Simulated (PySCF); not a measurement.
Gas-phase reaction: InH2Cl + InCl + 2 Cl ⇌ 2 InHCl2

Method: PySCF energies plus ideal-gas RRHO corrections (1 bar). † marks an energy on the PBE0/def2-TZVP geometry and frequencies; other levels use their own. MP2 and CCSD(T) freeze the core. Open shells (unrestricted): Cl (multiplicity 2, electronic degeneracy 6); the rest are closed-shell singlets. Spin-orbit splitting is ignored; it lowers the true energy and changes the entropy of Cl. In: scalar-relativistic def2 core potential, no spin-orbit coupling. InH2Cl, InHCl2: computed as isolated molecules; such fragments, hydroxides, amides, oligomers or adducts are transient or little studied in the gas. MP2 isn't extrapolated to the basis-set limit; its ΔH°(298 K) is -554.5 kJ in def2-SVP and -571.0 kJ in def2-TZVPP. CCSD(T) isn't extrapolated to the basis-set limit; its ΔH°(298 K) is -515.0 kJ in def2-SVP and -541.0 kJ in def2-TZVPP. The harmonic model lacks anharmonicity and excited electronic states, which grow with temperature; levels with a mode under 35 cm⁻¹ are left out. Soft modes under 120 cm⁻¹ make the harmonic entropy rough for InHCl2.

```tsv
level	ΔE electronic, kJ	ΔH°(298 K), kJ	ΔS°(298 K), J/K	ΔG°(600 K), kJ
CCSD(T)/def2-TZVPP†	-544	-541	-234	-401
HF/def2-TZVP†	-422	-419	-234	-279
MP2/def2-TZVPP†	-574	-571	-234	-431
PBE/def2-SVP	-556	-554	-232	-415
PBE/def2-TZVP†	-557	-554	-234	-414
PBE0/def2-SVP†	-551	-548	-234	-408
r2SCAN/def2-TZVP†	-576	-573	-234	-432
```
ΔH° is lowest at r2SCAN/def2-TZVP† and highest at HF/def2-TZVP†. No reference value is set beside these.
